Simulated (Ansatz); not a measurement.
Ti₂S. The state is a singlet with charge 0. Geometry relaxed at PBE-D4/def2-TZVP.

```tsv
atom	x (Å)	y (Å)	z (Å)
Ti1	-1.048	0.668	-0.078
Ti2	-0.147	-1.223	-0.183
S3	1.195	0.555	0.262
```

The restricted singlet is unstable: a solution with broken spin symmetry lies lower. The order of the spin states hangs on the level: the quintet lies 0.29 eV below the singlet at PBE0-D4/def2-TZVP, but 0.22 eV above it at PBE-D4/def2-TZVP. The structure comes from a short search, and lower isomers may exist.

Question: Estimate the harmonic wavenumbers at RKS PBE-D4/def2-TZVP (Ansatz, unscaled). Is this a minimum?

Answer: 297, 385, 502 cm⁻¹. Yes, no mode is imaginary beyond noise. Zero-point energy 7.1 kJ/mol. Hardware: 4 threads of Arm Neoverse V2 on a shared host. Wall time 11 s.
